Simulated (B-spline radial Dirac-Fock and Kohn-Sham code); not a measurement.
How the levels of cerium move as electrons are removed

Calculated with a radial B-spline solver, using multi-electron Dirac-Fock with separately optimised hole states, Breit and Lamb-shift corrections added in first order. Each ion is free and in its tabulated ground configuration. Electron correlation is not included.

Reference: Ce²⁴⁺, [Ar] 3d10 4s2 4p4, with K (1s) 41210.2 eV, L1 (2s) 7313.0 eV, L2 (2p1/2) 6925.5 eV, M1 (3s) 2157.9 eV, M2 (3p1/2) 1994.6 eV. Shifts from it, in eV (a dash: the subshell is empty, belongs to an open shell averaged over j, or its hole state is left out as unreliable):

| ion | configuration | K (1s) | L1 (2s) | L2 (2p1/2) | M1 (3s) | M2 (3p1/2) |
| --- | --- | --- | --- | --- | --- | --- |
| Ce²⁵⁺ | [Ar] 3d10 4s2 4p3 | +56.6 | +52.7 | – | +47.8 | – |
| Ce²⁶⁺ | [Ar] 3d10 4s2 4p2 | ? | ? | ? | ? | ? |
| Ce²⁷⁺ | [Ar] 3d10 4s2 4p1 | +173.0 | +160.7 | +162.1 | +145.3 | +145.2 |
| Ce²⁸⁺ | [Ar] 3d10 4s2 | +232.8 | +216.0 | +217.9 | +195.1 | +194.9 |
| Ce²⁹⁺ | [Ar] 3d10 4s1 | +292.3 | +270.9 | +274.8 | – | +246.2 |
| Ce³⁰⁺ | [Ar] 3d10 | +354.3 | +327.9 | +332.6 | +295.2 | +298.0 |
| Ce³¹⁺ | [Ar] 3d9 | +467.5 | +438.2 | +443.9 | +379.2 | +382.7 |
| Ce³²⁺ | [Ar] 3d8 | +583.0 | +550.6 | +557.4 | +464.3 | +468.6 |
| Ce³³⁺ | [Ar] 3d7 | +701.0 | +665.1 | +673.1 | +550.7 | +555.8 |

**Question.** Give the missing shifts for Ce²⁶⁺.

**Answer.** K (1s) +114.3, L1 (2s) +106.2, L2 (2p1/2) +107.1, M1 (3s) +96.2, M2 (3p1/2) +96.0 (eV).
